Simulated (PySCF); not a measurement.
Cl3Ga, SMILES [Cl][Ga-]([Cl])[Cl], charge -1, multiplicity 2.

The structure is a stationary point at B3LYP-D3(BJ)/def2-SVPD.

The numbers are results of PySCF with PBE/def2-TZVPD, not measurements.

Isolated molecule, no solvent.

The total energy is -3304.88240 hartree, the point group is C3v and the α spin, highest occupied and lowest empty level comes out as -0.57 and 2.97 eV. The β spin, highest occupied and lowest empty level is -2.76 and 0.39 eV and the dipole moment about the centre of nuclear charge comes out as 1.41 D. The mean static polarisability comes out as 105.4 bohr³ (15.62 Å³), the polarisability, principal values comes out as 89.4, 113.4, 113.4 bohr³ and the ⟨S²⟩ comes out as 0.752 (pure state 0.75).
